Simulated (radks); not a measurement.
Values are calculated unless marked as measured or tabulated.
Ionisation of neutral magnesium, [Ne] 3s2, to Mg+, [Ne] 3s1, under several functionals. Scalar-relativistic Kohn-Sham, spin-polarised, spherical densities, finite nucleus; open shells are filled with parallel spins first; a radial shooting solver on a logarithmic mesh with Libxc functionals.

functional                                      E(Mg) (hartree)  Exc (hartree)  IE (eV)  -e(HOMO) (eV)  <r> HOMO (bohr)  IE error (eV)
XLYP                                                 -200.50684      -16.57194    7.711          4.596            3.139         +0.065
SOGGA                                                -199.75830      -15.79581    7.433          4.606            3.163         -0.213
LDA (Slater exchange, Perdew-Wang correlation)       -199.45615      -15.47850    7.737          4.782            3.132         +0.091
LDA (Slater exchange, VWN5 correlation)              -199.46027      -15.48283    7.733          4.781            3.131         +0.086
exchange-only B88                                    -199.95702      -16.00370    6.761          4.060            3.202         -0.885
exchange-only r2SCAN                                 -199.95825      -16.01748    6.538          4.280            3.247         -1.108
BP86                                                 -200.41990      -16.48195    7.721          4.817            3.141         +0.074
exchange-only LDA                                    -198.56924      -14.56242    6.497          3.874            3.215         -1.150
r2SCAN                                               -200.37071      -16.44160    7.380          4.818            3.177         -0.267
OLYP                                                 -200.40380      -16.48241    7.544          4.495            3.191         -0.102

NIST Atomic Spectra Database: 7.646 eV (measured). Closest: XLYP. The Delta-SCF values span 1.24 eV, the total energies 1.94 hartree. The highest occupied level is 3s.
